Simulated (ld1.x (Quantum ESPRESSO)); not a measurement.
# Varying the TM potential for Si (Z = 14)

Base potential:

silicon (Si), norm-conserving Troullier–Martins (Kleinman–Bylander form), made with ld1.x (Quantum ESPRESSO) 7.5 (PW91, non-relativistic). Core [Ne], reference 3s1 3p0 (charge +3). Waves: 3s (bound): rc 1.70 bohr; 3p (bound, empty): rc 1.65 bohr. Local part: all-electron potential smoothed inside 1.25 bohr (lloc = -1). Core correction: none.

All-electron outer shells of the reference configuration (PW91, non-relativistic, ld1.x):

```tsv
shell	level (eV)	outermost node (bohr)	outermost maximum (bohr)
3s	-39.45	0.71	1.63
3p	-30.85	0.70	1.80
```

Cutoffs, loose and tight: the cutoffs (Ry, on a coarse ladder) from which the occupation-weighted sum of valence levels, in a spherical-Bessel basis at the reference potential, stays within 10 and 1 mRy of its value at 400 Ry. They do not see the model core or the augmentation charge, which bear on the density cutoff. Test errors are all-electron minus pseudo excitation energies from the reference, over the configurations 3s2 3p2; 3s2 3p1; 3s2 3p0; 3s2 3p2.3; 3s1 3p2; 3s0 3p4; 3s1 3p3. A dash means not determined; rows that change the core or the reference have their own tests.

```tsv
change	outcome	cutoff, loose	cutoff, tight	bound ghosts	largest test error (meV)
base	generated	15 Ry	40 Ry	none	+182
core correction a·sin(br)/r model core inside 0.70 bohr	generated	15 Ry	40 Ry	none	+132
core correction a·sin(br)/r model core inside 0.92 bohr	generated	15 Ry	40 Ry	none	+134
core correction a·sin(br)/r model core inside 1.00 bohr	generated	15 Ry	40 Ry	none	+137
core correction a·sin(br)/r model core inside 1.26 bohr	generated	15 Ry	40 Ry	none	+179
core correction a·sin(br)/r model core inside 1.46 bohr	generated	15 Ry	40 Ry	none	+157
core correction a·sin(br)/r model core inside 1.60 bohr	generated	15 Ry	40 Ry	none	+132
core correction a·sin(br)/r model core inside 1.78 bohr	generated	15 Ry	40 Ry	none	+134
core correction a·sin(br)/r model core inside 2.02 bohr	generated	15 Ry	40 Ry	none	+150
```
